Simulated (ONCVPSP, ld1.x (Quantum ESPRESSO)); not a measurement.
## Potentials for Cl (Z = 17) compared

Generated with ld1.x 7.5 (TM, RRKJ, ultrasoft, PAW), atompaw 4.2 or ONCVPSP 4.0.1. The cutoff is in Ry: for ld1.x and atompaw files where the sum of valence levels is converged to 10 mRy in a Bessel basis, for ONCV files where the hardest occupied wave has 1 mHa per electron of residual kinetic energy. The error is the largest all-electron minus pseudo excitation energy over each file’s own four to seven test configurations (ionisations up to +4, promotions, holes and added fractions of an electron), all of which were solved. The labels leave out finer settings (local radius, basis sizes, second energies), which also bear on the numbers. Spin-polarised tests are not counted. The rows are a selection from randomly drawn settings: files with unsolved tests, undetermined cutoffs or missed reference levels are left out.

| potential | cutoff (Ry) | largest error (meV) | bound ghosts |
| --- | --- | --- | --- |
| ONCV, PBE, scalar-relativistic, rc 1.05/1.40/1.30 (spd), local s, core correction yes, reference 3s2 3p5, qcut 5.1/6.8/8, projectors 0/3/1 | 44 | +54 | none |
| ONCV, PBEsol, non-relativistic, rc 0.90/0.70/0.70 (spd), local d, core correction yes, reference 2s2 2p6 3s2 3p5, qcut 13.1/18/15.9, projectors 2/2/0 | 293 | +27 | none |
| ONCV, PBE, scalar-relativistic, rc 0.70/0.75 (sp), local smoothed, core correction yes, reference 2s2 2p6 3s2 3p5, qcut 15.4/14.4, projectors 2/2 | 257 | +33 | none |
| ONCV, PBE, non-relativistic, rc 1.30/1.45 (sp), local smoothed, core correction yes, reference 3s1.75 3p5.25, qcut 6/4.6, projectors 1/2 | 31 | +18 | none |
| ONCV, LDA (Perdew-Wang 92), scalar-relativistic, rc 1.15/1.00 (sp), local smoothed, core correction yes, reference 3s1.75 3p5.25, qcut 5.5/9.8, projectors 1/1 | 79 | +7.2 | none |
| PAW, LDA (PZ), scalar-relativistic, rc 1.45/1.20/1.40 (spd), local d, core correction yes, reference 3s2 3p5 | 18 | -77 | none |
| ONCV, LDA (Perdew-Wang 92), non-relativistic, rc 0.70/0.60/0.65 (spd), local smoothed, core correction yes, reference 2s2 2p6 3s2 3p3, qcut 20.3/25/16.6, projectors 2/2/1 | 469 | +4.0 | none |
| ONCV, revPBE, scalar-relativistic, rc 0.75/0.60 (sp), local smoothed, core correction yes, reference 2s2 2p6 3s2 3p5, qcut 17.2/23.1, projectors 2/2 | 434 | +9.5 | none |

**Question.** Fill in the row for Cl: ONCV, LDA (Perdew-Wang 92), scalar-relativistic, rc 1.35/1.45/1.25 (spd), local smoothed, core correction yes, reference 3s1.75 3p5.25, qcut 4.1/5.6/8.7, projectors 3/2/2.

**Answer.** cutoff 107 Ry, largest error -7.4 meV, bound ghosts: none.
